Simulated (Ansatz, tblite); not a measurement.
Removing and adding an electron: Ga₁₃P₁₃H₃₀, a nanocrystal cut from zinc blende GaP (hydrogen-capped). Charge 0, multiplicity 1. Geometry: PBE-D4/def2-SVP. Ansatz, gas phase; energy differences of separate SCF runs; the oxidised species was run as a doublet alone; the reduced species was run as a doublet alone.

```xyz
56

Ga   -1.6805    2.4276   -0.7175
Ga    0.4405    3.2024    2.6577
Ga   -3.3910    2.4016    2.9502
Ga   -2.7722   -0.9627    0.7874
Ga   -0.6308   -0.1251    4.1349
Ga    2.2548    3.3336   -1.1470
Ga    0.0864    2.6535   -4.3498
Ga   -1.1085   -0.8419   -2.7009
Ga    2.8161    0.1247   -3.0931
Ga    0.9923   -0.1110    0.4694
Ga   -0.0073   -3.6911    1.9720
Ga    1.6252   -3.5727   -1.4515
Ga   -2.1952   -4.4396   -1.2008
P    -1.6234    3.2696    1.5217
P     0.0711    3.3923   -2.0319
P     2.0464    4.1332    1.1184
P    -1.1026    0.1236   -0.5216
P     0.9482    0.8653    2.6363
P    -2.6487    0.0848    2.9354
P    -2.0662   -3.2457    0.9150
P    -0.0794   -2.4711    4.0507
P     2.6204    0.9863   -0.8706
P     0.6085    0.3213   -3.8948
P    -0.5036   -3.1322   -2.3616
P     3.1609   -2.2362   -2.7439
P     1.5228   -2.4217    0.6425
H    -3.0910    2.6558   -1.3821
H     0.5636    3.8638    4.0810
H    -4.7552    2.4899    2.1598
H    -3.1570    2.9730    4.4073
H    -4.2170   -0.8408    0.1702
H    -0.5421    0.4302    5.6053
H     3.4194    4.0702   -1.9082
H    -1.3905    2.7304   -4.9032
H     1.3462    3.3017   -5.0546
H    -2.5008   -0.7163   -3.4281
H     3.9988    0.7593   -3.9159
H     0.4397   -5.1832    2.2004
H     2.1240   -5.0610   -1.3316
H    -3.5973   -4.1313   -1.8587
H    -1.6088   -5.8913   -0.9714
H    -1.8880    4.6740    1.4084
H    -0.2211    4.7948   -2.0868
H     1.8214    5.5453    1.0598
H     3.3380    4.1701    1.7355
H     2.2477    0.7057    3.2189
H    -3.5911   -0.6167    3.7570
H    -3.0185   -3.8923    1.7696
H    -0.9790   -3.1589    4.9257
H     1.1248   -2.7082    4.7884
H     3.8955    0.8249   -0.2368
H     0.6713   -0.3075   -5.1816
H    -0.4221   -3.7038   -3.6738
H     3.2924   -2.8497   -4.0301
H     4.4982   -2.4633   -2.2852
H     2.8139   -2.5337    1.2542
```

The xTB rows come from tblite. Single mean-field runs in def2-TZVP are fitted with def2-universal-jkfit. HOMO above LUMO, or a gap near zero within one spin, warns that the state may not be the lowest or that an electron is smeared out.

```csv
level,−HOMO (eV),vertical IE (eV),−LUMO (eV),vertical EA (eV),HOMO–LUMO gap (eV),IE − EA (eV),remarks
GFN1-xTB,10.37,11.63,6.30,5.03,4.07,6.61,–
GFN2-xTB,11.23,12.47,7.69,6.40,3.54,6.06,–
PBE-D4/def2-TZVP,5.97,–,2.19,0.95,3.78,–,"HOMO above zero (-1 doublet), gap within one spin near zero (-1 doublet)"
PBE0-D4/def2-TZVP,6.95,7.97,1.47,0.67,5.48,7.30,HOMO above zero (-1 doublet)
```

Run but left out: PBE-D4/def2-TZVP (charge +1 doublet: an occupied level 0.09 eV above an empty one).   A HOMO above zero means that the electron is unbound at that level or that self-interaction error raises the level; the energy of removing that electron tells which. Raw xTB energy differences between charge states are shifted by several eV; the methods need an empirical correction for them. Sets without diffuse functions give affinities that are too small.
